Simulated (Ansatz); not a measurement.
Input (X2C-CCSDT(Q)/aug-cc-pwCVTZ-DK; Ansatz, a first-principles code): The .json basis holds the Basis Set Exchange's core-valence set for the 3d metal and cc-pVXZ-DK of the same size for its partners.

Ansatz 0.2 input:
```yaml
crystal:
  periodic: [false, false, false]
  atoms:
    - {symbol: Ti, position_ang: [0.00000000, 0.00000000, 0.00000000]}
basis:
  gaussian:
    orbitals: aug-cc-pwCVTZ-DK.json
magnetization: {spin_polarized: true, initial_magnetization: 2}
correlation: {method: ccsdt_q, frozen_orbitals: {Ti: 5}}
scf: {lower_state_search: full}
```

Output:

```
mean field evaluation 160: about -23200.4015 eV, gradient 1.3e1 eV
mean field evaluation 192: about -23202.8245 eV, gradient 7.7e-2 eV
mean field evaluation 224: about -23204.5234 eV, gradient 1.4e-1 eV
mean field evaluation 256: about -23202.4751 eV, gradient 3.4e-2 eV
mean field evaluation 288: about -23202.3577 eV, gradient 3.7e0 eV
mean field evaluation 320: about -23202.5852 eV, gradient 1.4e0 eV
mean field evaluation 352: about -23202.1513 eV, gradient 7.8e-3 eV
mean field evaluation 384: about -23201.8432 eV, gradient 2.0e-3 eV
mean field evaluation 416: about -23204.5196 eV, gradient 5.1e-1 eV
mean field evaluation 448: about -23204.2020 eV, gradient 1.5e-1 eV
mean field evaluation 480: about -23204.2023 eV, gradient 2.5e-2 eV
mean field evaluation 512: about -23204.3160 eV, gradient 1.2e0 eV
mean field evaluation 544: about -23203.0633 eV, gradient 4.6e-1 eV
mean field evaluation 576: about -23203.0712 eV, gradient 8.5e-3 eV
mean field evaluation 608: about -23202.8232 eV, gradient 1.0e-1 eV
mean field evaluation 640: about -23202.8268 eV, gradient 1.9e-2 eV
mean field evaluation 672: about -23203.0712 eV, gradient 1.3e-1 eV
mean field evaluation 704: about -23202.0123 eV, gradient 2.8e-1 eV
mean field evaluation 736: about -23201.9535 eV, gradient 5.9e0 eV
mean field evaluation 768: about -23202.4739 eV, gradient 4.0e-5 eV
mean field evaluation 800: about -23202.4292 eV, gradient 5.3e-1 eV
mean field evaluation 832: about -23201.0255 eV, gradient 8.0e-1 eV
mean field evaluation 864: about -23200.7219 eV, gradient 1.1e1 eV
mean field evaluation 896: about -23200.5492 eV, gradient 1.4e1 eV
mean field evaluation 928: about -23198.3408 eV, gradient 2.1e1 eV
mean field evaluation 960: about -23201.8432 eV, gradient 2.7e-4 eV
mean field -23204.52349636 eV, -852.7505099001 hartree, gradient 8.8e-7 eV, S^2 2.008614; 26 other end points of the search recorded, 0 dependent functions left out
determinant -23204.52349636 eV, -852.7505099001 hartree, with singles and doubles -23215.57580946 eV, -853.1566749154 hartree
determinant -23204.20230356 eV, -852.7387062825 hartree, with singles and doubles -23215.38662288 eV, -853.1497224364 hartree
determinant -23203.29423181 eV, -852.7053352613 hartree, with singles and doubles -23214.73470839 eV, -853.1257650209 hartree
determinant -23203.07123461 eV, -852.6971402652 hartree, with singles and doubles -23214.16186549 eV, -853.1047134327 hartree
determinant -23202.82679725 eV, -852.6881573579 hartree, with singles and doubles -23214.00438111 eV, -853.0989259884 hartree
determinant -23202.51738181 eV, -852.6767865504 hartree, with singles and doubles -23213.74835312 eV, -853.0895171335 hartree
determinant -23202.47538275 eV, -852.6752431133 hartree, with singles and doubles -23212.82507706 eV, -853.0555873639 hartree
determinant -23202.47386807 eV, -852.6751874498 hartree, with singles and doubles -23213.75524069 eV, -853.0897702471 hartree
determinant -23202.45062203 eV, -852.6743331739 hartree, with singles and doubles -23212.82133937 eV, -853.0554500063 hartree
determinant -23202.43187767 eV, -852.6736443310 hartree, with singles and doubles -23213.65778439 eV, -853.0861887941 hartree
determinant -23202.15117108 eV, -852.6633285541 hartree, with singles and doubles -23212.98813266 eV, -853.0615795469 hartree
determinant -23202.00340949 eV, -852.6578984162 hartree, with singles and doubles -23213.42314103 eV, -853.0775658094 hartree
determinant -23201.84319049 eV, -852.6520104763 hartree, with singles and doubles -23212.88818185 eV, -853.0579064222 hartree
determinant -23204.52349636 eV, -852.7505099001 hartree, with singles and doubles -23215.47861862 eV, -853.1531032176 hartree
determinant -23204.20230356 eV, -852.7387062825 hartree, with singles and doubles -23215.28815672 eV, -853.1461038720 hartree
5 core orbitals not correlated
reference -23204.52349636 eV, -852.7505099001 hartree; 7, 5 occupied and 115, 117 virtual orbitals, 1223 factors
second order -10.33626297 eV of doubles, -0.00000000 eV of singles
coupled cluster: 7.60 GiB planned
cycle   1  -10.68345561 eV  change   -3.5e-1 eV  update   9.0e-2
cycle   2  -11.21848294 eV  change   -5.4e-1 eV  update   4.2e-2
cycle   3  -11.40401871 eV  change   -1.9e-1 eV  update   2.3e-2
cycle   4  -11.32599269 eV  change    7.8e-2 eV  update   7.2e-3
cycle   5  -11.32970616 eV  change   -3.7e-3 eV  update   4.1e-3
cycle   6  -11.34864770 eV  change   -1.9e-2 eV  update   2.7e-3
cycle   7  -11.34780177 eV  change    8.5e-4 eV  update   1.7e-3
cycle   8  -11.34461087 eV  change    3.2e-3 eV  update   1.1e-3
cycle   9  -11.34658045 eV  change   -2.0e-3 eV  update   6.9e-4
cycle  10  -11.34486392 eV  change    1.7e-3 eV  update   4.2e-4
cycle  11  -11.34630286 eV  change   -1.4e-3 eV  update   2.4e-4
cycle  12  -11.34630153 eV  change    1.3e-6 eV  update   1.4e-4
cycle  13  -11.34629547 eV  change    6.1e-6 eV  update   8.6e-5
cycle  14  -11.34627658 eV  change    1.9e-5 eV  update   4.5e-5
cycle  15  -11.34629050 eV  change   -1.4e-5 eV  update   2.6e-5
cycle  16  -11.34628209 eV  change    8.4e-6 eV  update   1.7e-5
cycle  17  -11.34629758 eV  change   -1.5e-5 eV  update   1.1e-5
cycle  18  -11.34630452 eV  change   -6.9e-6 eV  update   5.1e-6
cycle  19  -11.34630346 eV  change    1.1e-6 eV  update   3.3e-6
cycle  20  -11.34630374 eV  change   -2.8e-7 eV  update   1.9e-6
cycle  21  -11.34630281 eV  change    9.3e-7 eV  update   1.1e-6
perturbative correction -0.01824842 eV, -0.0006706172 hartree
Total energy: -23215.88804759 eV, -853.1681494549 hartree
Relativity: scalar
```
